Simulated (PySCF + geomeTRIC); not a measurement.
Species: H7N3Si, SMILES `N[SiH](N)N` (charge 0, multiplicity 1).

Task: Give a relaxed geometry from r2SCAN-D4/def2-TZVP in PySCF + geomeTRIC.

Result: This is not unique; one that fits is the end point of this relaxation, one of several conformers (outside a Z-matrix the atoms follow the SMILES, hydrogens last).
Bonds (Å): N1–Si2 1.718, N1–H5 1.009, N1–H6 1.008, Si2–N3 1.713, Si2–N4 1.718, Si2–H7 1.490, N3–H8 1.008, N3–H9 1.008, N4–H10 1.009, N4–H11 1.008. Angles (°): Si2–N1–H5 120.9, Si2–N1–H6 120.0, H5–N1–H6 111.1, N1–Si2–N3 103.8, N1–Si2–N4 123.4, N1–Si2–H7 103.5, N3–Si2–N4 103.7, N3–Si2–H7 120.3, N4–Si2–H7 103.5, Si2–N3–H8 119.9, Si2–N3–H9 119.8, H8–N3–H9 111.7, Si2–N4–H10 120.9, Si2–N4–H11 120.1, H10–N4–H11 111.1.
